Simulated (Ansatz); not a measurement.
PdAu2, relaxed as a singlet with RKS PBE-D4/def2-TZVP in Ansatz, starting from the GFN1-xTB geometry. Force threshold 0.02 eV/Å.

In the def2 sets Au, Pd take a core potential; there is no spin–orbit coupling. Another isomer (singlet) lies 0.76 eV lower at PBE0-D4/def2-TZVP; other spin states weren't run for this one.

Start:

```xyz
3

Pd    2.445   -0.792    0.448
Au   -2.390    0.699   -0.563
Au   -0.055    0.093    0.115
```

```
step  energy (eV)  largest force component (eV/Å)  SCF passes
   1  -10871.0418                           0.970          26
   2  -10871.0773                           0.221          31
   3  -10871.0838                           0.077          24
   4  -10871.1001                           0.043          35
   5  -10871.1077                           0.024          30
   6  -10871.1108                           0.008          31
   7  -10871.1111                           0.025          33
   8  -10871.1112                           0.008          26
```

Force components are those of the run's own axes.

End:

```xyz
3

Pd    2.227   -0.861    0.179
Au   -2.203    0.504   -0.750
Au   -0.024    0.357    0.571
```

By distances, no bond broke or formed. The bond that changes most is Pd1–Au3, from 2.67 to 2.59 Å (atoms count from 1).

The force fell under the threshold at step 6, but the optimiser went on. No frequencies were taken in this run, so the end may be a saddle point.

Run time 14 s (4 threads of Arm Neoverse N1 on a shared host).
